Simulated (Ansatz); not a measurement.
Cl₃FSn, SMILES `[F][Sn]([Cl])([Cl])[Cl]` at its PBE0-D4/def2-TZVP geometry, where that method's forces vanish. Charge 0, multiplicity 1. Sn: def2 effective core potential.

| atom | x (Å) | y (Å) | z (Å) |
| --- | --- | --- | --- |
| F1 | 0.874 | 0.390 | -1.666 |
| Sn2 | 0.014 | 0.006 | -0.026 |
| Cl3 | -1.071 | -1.983 | -0.276 |
| Cl4 | 1.629 | -0.119 | 1.577 |
| Cl5 | -1.446 | 1.706 | 0.391 |

**Question.** For each bond, give half the difference of the two atoms' forces along it (eV/Å; positive pushes the atoms apart) under PBE-D4, r2SCAN-D4, B3LYP-D4, ωB97M-V in def2-TZVPP. (Estimate.)

**Answer.** Computed: 
| bond | length (Å) | PBE-D4 | r2SCAN-D4 | B3LYP-D4 | ωB97M-V |
| --- | --- | --- | --- | --- | --- |
| F1–Sn2 | 1.892 | 0.52 | 0.08 | 0.24 | 0.04 |
| Sn2–Cl3 | 2.279 | 0.18 | 0.06 | 0.17 | -0.04 |
| Sn2–Cl4 | 2.279 | 0.18 | 0.06 | 0.17 | -0.04 |
| Sn2–Cl5 | 2.279 | 0.18 | 0.06 | 0.17 | -0.04 |

B3LYP here is the variant with VWN-RPA as its local correlation; programs differ in this.
